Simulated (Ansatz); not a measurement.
Total energies of Ge(eta1-allyl)4 (C12H20Ge) from Ansatz at PBE0-D4/def2-SVP, gas phase (1 Eh = 27.2114 eV = 2625.5 kJ/mol). The reference geometry is relaxed at r2SCAN-D4/def2-SVP.

```tsv
state	geometry	energy (Eh)
charge 0 singlet	reference	-2544.83840
charge 1 doublet	reference	-2544.54298
free Ge atom (triplet)	–	-2076.39507
free C atom (triplet)	–	-37.76066
free H atom (doublet)	–	-0.50029
```

Work out the vertical ionisation energy to the doublet.

E(charge 1 doublet) − E(charge 0 singlet) = -2544.54298 − (-2544.83840) = 0.29542 Eh = 8.04 eV. For comparison, −ε of the highest occupied level is 6.59 eV at this level, 1.45 eV less.

What is the binding energy per atom against free atoms?

Atoms: 1 × (-2076.39507) + 12 × (-37.76066) + 20 × (-0.50029) = -2539.52879 Eh. Binding: -2539.52879 − (-2544.83840) = 5.30961 Eh = 144.48 eV, or 4.38 eV for each of 33 atoms (no zero-point energy, no counterpoise term).
